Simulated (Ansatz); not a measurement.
Species: H5BSi2, SMILES `B[SiH]=[SiH2]` (charge 0, multiplicity 1).

Problem. Give a relaxed geometry from Ansatz (an electronic-structure program) with PBE0-D3(BJ)/def2-TZVP.

Solution. One answer among several that fit: the end point of this relaxation, one of several conformers (outside a Z-matrix the atoms follow the SMILES, hydrogens last).
Cartesian coordinates (Å) in one orientation:
```xyz
8

B      1.693    -0.244     0.669
Si     0.286     0.517    -0.427
Si    -1.706    -0.071     0.155
H      2.854    -0.029     0.490
H      1.352    -0.962     1.562
H      0.413     1.430    -1.588
H     -1.909    -0.976     1.309
H     -2.983     0.334    -0.480
```
